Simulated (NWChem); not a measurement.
System: CH6O2Si2; SMILES O=C[SiH2]O[SiH3]

NWChem input:

```
start job
memory heap 200 mb stack 900 mb global 1100 mb
geometry units angstroms noautosym nocenter noautoz
  O      0.247517    -3.198208     0.000000
  C      0.619209    -2.038593     0.000000
  Si    -0.697138    -0.633324     0.000000
  O      0.066543     0.823848     0.000000
  Si     0.272545     2.461827     0.000000
  H      1.712863    -1.804307     0.000000
  H     -1.536000    -0.803397    -1.214589
  H     -1.536000    -0.803397     1.214589
  H      1.727314     2.756613     0.000000
  H     -0.349917     3.061022    -1.210273
  H     -0.349917     3.061022     1.210273
end
basis spherical
  O library sto-3g
  C library sto-3g
  Si library sto-3g
  H library sto-3g
end
dft
  xc hfexch
  iterations 150
end
property
  shielding 9 1 2 3 4 5 6 7 9 10
end
task dft property
```

STO-3G and 3-21G are far too small for this property and stand as cheap habits. Structure relaxed at the B3LYP/6-31G* (spherical d) level.

GIAO values for the isolated, static molecule; σ is the absolute isotropic shielding, δ = σ(reference) − σ with the isolated reference molecule computed at the same levels (13C: tetramethylsilane, 1H: tetramethylsilane, 17O: water, 29Si: tetramethylsilane).

Atoms are numbered as in the input.

### Question
Give the results of this calculation. (Hartree-Fock/STO-3G, GIAO.) Quantities: δ C2 (ppm); δ Si3 (ppm); δ O4 (ppm); δ Si5 (ppm); δ H6 (ppm); δ H7 (ppm); δ H9 (rotor mean) (ppm).

### Answer
* **δ C2 (ppm)**: 185.9
* **δ Si3 (ppm)**: -47.0
* **δ O4 (ppm)**: -217.3
* **δ Si5 (ppm)**: -45.7
* **δ H6 (ppm)**: 12.88
* **δ H7 (ppm)**: 2.43
* **δ H9 (rotor mean) (ppm)**: 2.07
